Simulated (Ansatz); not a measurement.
Geometry optimisation, RKS revPBE/def2-SVP (Ansatz).

Input:

```yaml
crystal:
  periodic: [false, false, false]
  atoms:
    - { symbol: C, position_ang: [-0.2047, 0.854, -0.9966] }
    - { symbol: Sb, position_ang: [1.1132, 0.196, 0.5132] }
    - { symbol: O, position_ang: [0.739, -1.7336, 0.0076] }
    - { symbol: O, position_ang: [-0.2678, 0.192, 1.9179] }
    - { symbol: H, position_ang: [0.2252, 0.7939, -2.0231] }
    - { symbol: H, position_ang: [-0.5009, 1.9796, -0.8215] }
    - { symbol: H, position_ang: [-1.1559, 0.2959, -0.9795] }
    - { symbol: H, position_ang: [1.1876, -2.2372, 0.7689] }
    - { symbol: H, position_ang: [-1.0472, -0.3869, 1.5961] }
basis:
  gaussian: { orbitals: def2-SVP }
hamiltonian:
  xc: revpbe
relax:
  f_tol: 0.015
  max_steps: 40
```

Launched with:

```bash
$ ansatz run input.yaml --threads 2 --pin off --max-ram 3072MiB --backend cpu --events-out ev --progress --plain --runs-dir out
```

Task: Where does it end, and by what steps?

Result: The run converged. After 12 steps the energy has fallen by 0.307 eV; H9 moved furthest, 0.46 Å.

```
step  energy less start (eV)  largest force component (eV/Å)  accepted
   0                  0.0000                           2.321       yes
   1                 -0.2439                           0.797       yes
   2                 -0.2722                           0.695       yes
   3                 -0.2898                           0.340       yes
   4                 -0.2570                           0.588        no
   5                 -0.2992                           0.271       yes
   6                 -0.3007                           0.072       yes
   7                 -0.3045                           0.105       yes
   8                 -0.3062                           0.090       yes
   9                 -0.3069                           0.018       yes
  10                 -0.3069                           0.070       yes
  11                 -0.3072                           0.023       yes
  12                 -0.3072                           0.013       yes
```

```xyz
9
Properties=species:S:1:pos:R:3
C -0.229 0.839 -1.026
Sb 1.088 0.119 0.575
O 0.707 -1.795 -0.012
O -0.263 0.295 2.080
H 0.345 0.985 -1.963
H -0.694 1.799 -0.725
H -1.008 0.068 -1.194
H 1.287 -2.389 0.504
H -1.145 0.033 1.744
```

The run took 25 s on 2 threads of Arm Neoverse V1, on a shared host, peak memory 0.13 GiB.
